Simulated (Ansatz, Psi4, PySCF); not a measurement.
CH3S (SMILES [CH2]S), doublet, geometry from GFN2-xTB. Base run: MP2/aug-cc-pVDZ (PySCF).

PySCF was given this input:
```python
from pyscf import gto, scf, mp

mol = gto.Mole()
mol.atom = '''
    C     0.08133729    1.12203680   -0.12550724
    S    -0.07291609   -0.56203814    0.13309778
    H     0.80181200   -0.95782336   -0.79481219
    H    -0.53276719    1.73924269    0.49787221
    H     0.40958879    1.47897019   -1.07958105
'''
mol.basis = 'aug-cc-pvdz'
mol.spin = 1
mol.verbose = 4
mol.build()

mf = scf.UHF(mol)
mf.kernel()

pt = mp.MP2(mf)
pt.kernel()
print('E(MP2) = %.10f' % pt.e_tot)
```

The same geometry, method and basis name were run in Ansatz (a quantum-chemistry and plane-wave program) and Psi4 and PySCF, at each program's defaults and at the settings that a row names. The base is PySCF at its defaults. Differences at the defaults can come from grids, fitting, cores and function types together.

```
code and settings                                                                                     ΔE vs base (mEh)  basis functions      E (Eh)  SCF cycles
----------------------------------------------------------------------------------------------------  ----------------  ---------------  ----------  ----------
PySCF, defaults (exact integrals, spherical functions, all electrons correlated)                                 0.000               77  -437.38428          13
Psi4, defaults (density fitting with its default set, spherical functions, all electrons correlated)             0.178               77  -437.38410          16
Ansatz, defaults (factorised integrals, spherical functions, frozen core)                                       11.154               77  -437.37312           -
PySCF, frozen core                                                                                              11.154               77  -437.37312          13
Psi4, exact integrals, spherical functions, frozen core                                                         11.154               77  -437.37312          16
Ansatz, high accuracy, frozen core                                                                              11.154               77  -437.37312           -
```

Open shells are given as the SCF converged; they aren't shown to be the lowest states, and a large step between rows can be another state.
